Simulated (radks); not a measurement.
The oxygen anion O2-, [Ne], held by a Watson sphere: a shell of charge +2 at radius R that stands for the Madelung well of a crystal (potential energy -2/R inside, -2/r outside, in hartree with lengths in bohr). Calculated with a radial shooting solver on a logarithmic mesh with Libxc functionals: scalar-relativistic Kohn-Sham, LDA (Slater exchange, VWN5 correlation), spin-polarised, spherical densities, point nucleus. Response by self-consistent Sternheimer equations with the Hartree and adiabatic LDA kernel, the relativistic mass of each level held fixed and spin-orbit coupling left out. The sphere does not respond.

R (bohr)	e(1s) (eV)	e(2s) (eV)	e(2p) (eV)	<r> 2p (bohr)	sum of <r^2> (bohr^2)	X-ray form factor at sin(theta)/lambda = 0.3 1/angstrom	alpha (bohr^3)
1.73	-504.59	-23.225	-8.903	1.424	19.82	4.249	11.17
2.13	-504.60	-21.358	-7.425	1.521	22.64	4.119	16.65
2.67	-504.17	-19.499	-5.809	1.637	26.42	4.054	27.98
2.79	-504.05	-19.171	-5.506	1.661	27.27	4.048	31.29
3.21	-503.61	-18.211	-4.586	1.741	30.32	4.041	45.90
